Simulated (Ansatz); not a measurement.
```yaml
crystal:
  periodic: [false, false, false]
  atoms:
    - {symbol: Au, position_ang: [-2.749288, -0.891312, 0.095445]}
    - {symbol: Au, position_ang: [-0.143767, -0.442607, 0.020428]}
    - {symbol: Au, position_ang: [2.503063, 0.002092, -0.053992]}
    - {symbol: Au, position_ang: [-1.931814, 1.676469, 0.036364]}
    - {symbol: Ag, position_ang: [0.782433, 2.215516, -0.094211]}
    - {symbol: Ag, position_ang: [1.539363, -2.560167, -0.004025]}
basis:
  gaussian: {orbitals: def2-TZVP, initial_orbitals: start.molden}
total_charge: 1
magnetization: {spin_polarized: true, initial_magnetization: 1}
hamiltonian: {xc: {name: wB97X-V}}
scf: {omitted_lower_state_checks: [starts]}
output: {orbitals: {seedname: orbitals}}
```

The file start.molden holds the orbitals of an earlier run on this structure, at another level or in another basis.

```sh
$ ansatz run in.yaml --threads 4 --pin off --events-out ev --progress --plain --max-ram 4787MiB
```

(1) Does this run fit into the memory that it is given?

Results:

(1) No. It has 240 basis functions, and Ansatz plans for 5.25 GiB where 4.67 GiB are given.
